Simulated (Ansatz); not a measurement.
Breaking the Sb1–H2 bond in ClH2Sb (SMILES [Cl][SbH2]) (multiplicity 1 held, fragments rigid). Energies count from the point at 1.719 Å.
Geometry at that point (charge 0, multiplicity 1):
```xyz
4

Sb    -0.33565    -0.34299     0.31866
H     -0.00046    -1.70124    -0.67944
H     -1.71925     0.02483    -0.63200
Cl     1.10811     1.12758    -0.87884
```

R- and RO- levels are restricted; in cc, def2 and unpolarised 6-31G sets they are followed outwards from rest. Unrestricted levels (U-) break spin symmetry where that is lower. Curves can end on different states.

Codes used: Ansatz (an electronic-structure program) with Gaussian orbitals. Values without a source in brackets are computed. In def2 rows elements past Kr take small-core potentials, without spin–orbit coupling.

Q: What is the computed energy at R = 5.499 Å (R-PBE/def2-TZVPP)?

A: 93.5 kcal/mol

Q: What is the computed energy at R = 5.499 Å (U-PBE/def2-TZVPP)?

A: 65.2 kcal/mol

Doubts at one or more of the structures used: a restricted determinant that unrestricted orbitals would lower (R-PBE/def2-TZVPP); a spin-contaminated determinant (U-PBE/def2-TZVPP).
